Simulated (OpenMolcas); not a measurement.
A calculation on Fe IV.

| Item | Value |
| --- | --- |
| Program | OpenMolcas |
| Method | XMS-CASPT2, IPEA 0.25 Eh, imaginary shift 0.1 Eh (closed shells correlated: 3s 3p) |
| Basis | ANO-RCC-VQZP [7s6p4d3f2g1h] |
| Scalar Hamiltonian | DKH2, point nucleus |
| Active space | 5 electrons in 5 orbitals (3d) |
| State averaging | 2S+1 = 6 even, 1 root; 2S+1 = 4 even, 24 roots; 2S+1 = 2 even, 75 roots |
| Spin-orbit coupling | state interaction with AMFI integrals over the reference wave functions, term energies averaged over their components |

Q: Which level of the active space comes out lowest?

A: 3d5 6S 5/2, with 100 % of that term; it is also the measured ground level.

Q: How high does 3d5 2I 13/2 lie?

A: 48450 cm-1 above the lowest level.

Q: How high does 3d5 4D 7/2 lie?

A: 39710 cm-1 above the lowest level; measured 38779 cm-1 above the ground level, so the calculation is off by +2 %.

Q: How high does 3d5 2I 11/2 lie?

A: 48370 cm-1 above the lowest level.

Q: The level at 36280 cm-1 has J = 5/2. What is it made of, and what is its g factor?

A: 95 % 3d5 4P 5/2, 4 % 3d5 4D; g = 1.590, against 1.601 from Landé's formula for the pure leading term.

Measured values: Corliss and Sugar, J. Phys. Chem. Ref. Data 11, 135 (1982).

Term energies are means over components that CASPT2 splits; among the terms shown or strongly mixed into the levels shown the widest spread is 1100 cm-1 (3d5 2I). Computed and measured levels are paired by configuration, term and J; levels that our copy of the source lacks, or whose pairing is in doubt (as where it misses far off the trend of its configuration), stay unpaired and out of the deviations. Only configurations of the active space appear.
